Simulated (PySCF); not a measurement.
# Radial density of O²⁺ (oxygen, charge +2)

wB97X, [He] 2s2 2p2, high-spin 3P determinant. Calculation: PySCF 2.14, in def2-QZVPPD (8s5p4d2f1g, 66 functions); the non-relativistic Hamiltonian (point nucleus).

| r (bohr) | 4πr²ρ (e/bohr) | 4πr²(ρα − ρβ) |
| --- | --- | --- |
| 0.00375 | 0.05286 | 0.0000 |
| 0.00631 | 0.1436 | 0.0001 |
| 0.0106 | 0.3790 | 0.0002 |
| 0.0179 | 0.9550 | 0.0005 |
| 0.0301 | 2.223 | 0.0013 |
| 0.0505 | 4.536 | 0.0043 |
| 0.0850 | 7.437 | 0.0191 |
| 0.143 | 8.503 | 0.0955 |
| 0.241 | 5.584 | 0.4010 |
| 0.405 | 2.807 | 1.1708 |
| 0.681 | 3.803 | 1.9353 |
| 1.14 | 2.905 | 1.3093 |
| 1.93 | 0.4959 | 0.2232 |
| 3.24 | 0.009474 | 0.0054 |
